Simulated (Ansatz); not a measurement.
Reaction (substitution at a C–Si bond): `C[SiH](C)[SiH2]F` + `[NH]=[V]([NH2])([OH])[OH]` → `C[N]=[V]([NH2])([OH])[OH]` + `C[SiH2][SiH2]F`

Gas-phase electronic energies from Ansatz, PBE0-D4/def2-TZVP geometries. CBS: MP2 limit from def2 TZ/QZ plus the TZ coupled-cluster correction, frozen cores. For V outer-core shells are correlated without core-valence functions, which leaves a few kJ/mol of doubt a bond. Scalar relativity is left out up to krypton. Each species was taken in one conformer, which may not be the lowest.

| species | CCSD(T)/CBS(def2) energy (Eh) |
| --- | --- |
| `C[SiH](C)[SiH2]F` | -759.55313 |
| `[NH]=[V]([NH2])([OH])[OH]` | -1206.32024 |
| `C[N]=[V]([NH2])([OH])[OH]` | -1245.58135 |
| `C[SiH2][SiH2]F` | -720.27653 |

Question: Work out ΔE.

Answer: ΔE = (-1245.58135) + (-720.27653) − (-759.55313) − (-1206.32024) = 0.01549 Eh = +40.7 kJ/mol.

Largest T1 diagnostic among the species: 0.030, so the coupled-cluster value is less sure than usual.

The D4 term adds +3.4 kJ/mol with B3LYP and +1.8 kJ/mol with PBE0; it sums over pairs of atoms, weighted by their polarisabilities, and B3LYP, whose exchange is more repulsive, gets the larger term.

B3LYP here is the variant with VWN-RPA as its local correlation; programs differ in this.
